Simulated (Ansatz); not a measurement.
Wavefunction ladder for CH$_{6}$OSiSn, SMILES `[SnH3][SiH]1CO1`

```xyz
10

Sn   -0.011    0.767    1.753
Si    0.538   -0.625   -0.315
C    -0.291   -0.346   -1.906
O    -0.751   -1.420   -1.028
H    -0.283   -0.234    3.107
H     1.282    1.822    2.115
H    -1.412    1.688    1.447
H     1.812   -1.390   -0.296
H     0.142   -0.709   -2.836
H    -1.025    0.446   -2.041
```

The species carries charge 0 and has multiplicity 1. Correlated methods include outer-core shells of Sn, which these sets cover unevenly. Sn: def2 effective core potential. The structure was optimised at the PBE0-D4/def2-TZVP level. Frozen core, restricted reference, Ansatz.

| basis | HF (Eh) | MP2 corr. |
| --- | --- | --- |
| def2-SVP | -618.26074 | -0.53512 |
| def2-TZVPP | -618.52043 | -0.86009 |
| def2-QZVPP | -618.53694 | -1.11087 |

Problem. Estimate the CCSD correlation energy and the (T) correction in each basis where they were run (hartree).

Solution. 
| basis | CCSD corr. | (T) |
| --- | --- | --- |
| def2-SVP | -0.58450 | -0.01800 |
| def2-TZVPP | -0.89022 | -0.03289 |
